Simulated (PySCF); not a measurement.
## Deuteron quadrupole couplings in `CS[C@@H]1C[C@@H](C=O)C[SiH2]1`

Compound: C6H12OSSi.
SMILES with atom numbers: `[CH3:1][S:2][C@@H:3]1[CH2:4][C@@H:5]([CH:6]=[O:7])[CH2:8][SiH2:9]1` (hydrogens: H10, H11, H12 on C1; H13 on C3; H14, H15 on C4; H16 on C5; H17 on C6; H18, H19 on C8; H20, H21 on Si9)

Geometry (GFN2-xTB, Å), atoms numbered from 1 in this order:
```
atom  x, y, z in Å
C1     3.3574   -0.3049    0.3807
S2     1.9504    0.8345    0.3786
C3     0.7650   -0.1903   -0.5868
C4    -0.3938    0.6854   -1.0524
C5    -1.3635    0.8552    0.1187
C6    -2.6530    1.4975   -0.2951
O7    -3.2052    2.3990    0.2689
C8    -1.6826   -0.5472    0.6646
Si9   -0.0365   -1.5000    0.5576
H10    4.1474    0.1719    0.9518
H11    3.6885   -0.4755   -0.6408
H12    3.0680   -1.2429    0.8483
H13    1.3313   -0.5647   -1.4398
H14   -0.0375    1.6539   -1.4089
H15   -0.9070    0.1830   -1.8776
H16   -0.8884    1.4559    0.8988
H17   -3.1064    1.0232   -1.1924
H18   -2.4376   -1.0185    0.0321
H19   -2.1037   -0.4830    1.6652
H20   -0.1575   -2.7979   -0.1112
H21    0.6559   -1.6178    1.8389
```

Level: PBE0/pcSseg-1 (PySCF, non-relativistic); Q(2H) = 0.00286 b; rigid geometry, the same for H and D, with no vibrational averaging.

**Question.** Rank these positions by the coupling χzz of a deuteron there, largest first.
A. H17 (formyl hydrogen)
B. H21 (Si–H hydrogen)
C. H19 (methylene hydrogen)
D. H15 (methylene hydrogen)
E. H13 (methine hydrogen)
F. H16 (methine hydrogen)

**Answer.** C (214 kHz), E (209 kHz), D (201 kHz), F (197 kHz), A (177 kHz), B (110 kHz).

**Question.** Tabulate Vzz, the asymmetry η and χzz = 234.96 MHz × Q × Vzz for every hydrogen position.

**Answer.** 
| atom | bonded to | bond length (Å) | Vzz (au) | η | χzz (kHz) |
| --- | --- | --- | --- | --- | --- |
| H10 | C1 | 1.085 | 0.3176 | 0.04 | 213 |
| H11 | C1 | 1.087 | 0.3124 | 0.03 | 210 |
| H12 | C1 | 1.087 | 0.3123 | 0.03 | 210 |
| H13 | C3 | 1.090 | 0.3108 | 0.06 | 209 |
| H14 | C4 | 1.092 | 0.3009 | 0.01 | 202 |
| H15 | C4 | 1.094 | 0.2997 | 0.02 | 201 |
| H16 | C5 | 1.093 | 0.2929 | 0.01 | 197 |
| H17 | C6 | 1.112 | 0.2635 | 0.01 | 177 |
| H18 | C8 | 1.092 | 0.3098 | 0.04 | 208 |
| H19 | C8 | 1.087 | 0.3180 | 0.03 | 214 |
| H20 | Si9 | 1.465 | 0.1616 | 0.00 | 109 |
| H21 | Si9 | 1.461 | 0.1643 | 0.03 | 110 |

**Question.** Average by the element that carries the hydrogen.

**Answer.** on C: 204 kHz over 10 positions, mean bond length 1.092 Å; on Si: 110 kHz over 2 positions, mean bond length 1.463 Å.

**Question.** How does χzz go with the bond length over the 10 C–H bonds?

**Answer.** A straight-line fit has a slope of -14.2 kHz for each 0.01 Å, with a correlation coefficient of -0.97, over lengths from 1.085 to 1.112 Å. The longer bonds have the smaller couplings here.

**Question.** Give the 2H NMR doublet splittings at H13 for a magnetic field along the z, y and x axes of the gradient: 3χ/2, 3χ(1 + η)/4, 3χ(1 − η)/4.

**Answer.** With |χ| = 208.8 kHz and η = 0.064: 313, 167 and 147 kHz, to first order and without motion.

Geometry: GFN2-xTB, one conformer, isolated molecule. GFN2-xTB bond lengths can be off by several hundredths of an ångström, more for odd bonds, and the gradients follow them. The small basis limits the accuracy of the gradients.
